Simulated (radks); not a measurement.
Values are calculated unless marked as measured or tabulated.
The nuclear charge of neutral thallium is varied continuously with 81 electrons held in [Hg] 6p1. Level of theory: scalar-relativistic Kohn-Sham, BLYP, spin-polarised, spherical densities, finite nucleus; open shells are filled with parallel spins first (spin-orbit coupling, left out, can overturn this in heavy ions); Fermi nuclear charge, rms radius 5.4759 fm (a radial shooting solver on a logarithmic mesh with Libxc functionals). By the Hellmann-Feynman theorem dE/dZ = E(electron-nucleus)/Z, the electronic potential at the nucleus (averaged over a nucleus of fixed radius). The scalar-relativistic energy here is not variational (the density holds large components alone), so the two differ by a part that grows with Z.

Z     E (hartree)  E(electron-nucleus)/Z (hartree)  HOMO  e(HOMO) (eV)  <r> HOMO (bohr)
80.8  -20116.1944                         -620.631    6p        -1.297            4.159
81    -20241.7422                         -623.054    6p        -2.502            3.817
81.2  -20367.7860                         -625.478    6p        -3.836            3.576
81.4  -20494.3263                         -627.903    6p        -5.274            3.391
81.6  -20621.3635                         -630.331    6p        -6.803            3.242
81.8  -20748.8983                         -632.761    6p        -8.414            3.117
82    -20876.9312                         -635.195    6p       -10.101            3.009

The central difference of E at Z = 81 is -628.979 hartree, to compare with the third column; the second derivative is -12.4 hartree.
